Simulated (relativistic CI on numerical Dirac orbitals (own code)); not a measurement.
# Radial parameters of La¹⁶⁺

These numbers are calculated, not measured: Dirac-Coulomb-Breit CI, KLI orbitals optimised for each configuration, a model potential for QED, unscaled Slater integrals (own radial code, finite nucleus).

Slater integrals F^k, G^k are unscaled and averaged over j, outside the closed core [Ar] 3d10; ζ comes from projecting the Hamiltonian with its Breit term on Σ l·s of the shell.

- 4s2 4p6 4d5: F^2(4d,4d) = 146820, F^4(4d,4d) = 99356, ζ(4d) = 11423 cm⁻¹; <r>(4d) = 0.6911, <r^2>(4d) = 0.5461 (bohr units).
- 4s2 4p5 4d6: ζ(4p) = 102910, F^2(4d,4d) = 146850, F^4(4d,4d) = 99373, F^2(4p,4d) = 151440, G^1(4p,4d) = 191430, G^3(4p,4d) = 121140, ζ(4d) = 11390 cm⁻¹; <r>(4p) = 0.6553, <r^2>(4p) = 0.4854, <r>(4d) = 0.6908, <r^2>(4d) = 0.5457 (bohr units).
- 4s2 4p6 4d4 4f: F^2(4d,4d) = 146850, F^4(4d,4d) = 99373, ζ(4d) = 11454, F^2(4d,4f) = 141730, F^4(4d,4f) = 92887, G^1(4d,4f) = 162370, G^3(4d,4f) = 106520, G^5(4d,4f) = 76720, ζ(4f) = 1044 cm⁻¹; <r>(4d) = 0.691, <r^2>(4d) = 0.5459, <r>(4f) = 0.7226, <r^2>(4f) = 0.6018 (bohr units).

Question: Give the Racah parameters of the d shell in 4s2 4p6 4d5.

Answer: B = F²/49 − 5F⁴/441 = 1870 cm⁻¹ and C = 35F⁴/441 = 7885 cm⁻¹.

Averages of the first 10 configurations, taken without configuration mixing, which lowers the lowest level and can move excited configurations by several eV; other configurations of the list can lie among them:

```csv
Configuration,Parity,States,Average energy above the lowest level (eV)
4s2 4p6 4d5,even,252,13.3
4s2 4p5 4d6,odd,1260,122.1
4s2 4p6 4d4 4f,odd,2940,128.2
4s2 4p6 4d4 5p,odd,1260,173.5
4s2 4p6 4d3 4f 5s,odd,3360,262.1
4p6 4d7,even,120,386.9
4p5 4d8,odd,270,493.6
4s2 4p6 4d3 5s2,even,120,285.2
4s2 4p6 4d2 4f 5s2,odd,630,401.8
4s2 4p6 4d2 5s2 5p,odd,270,453.6
```
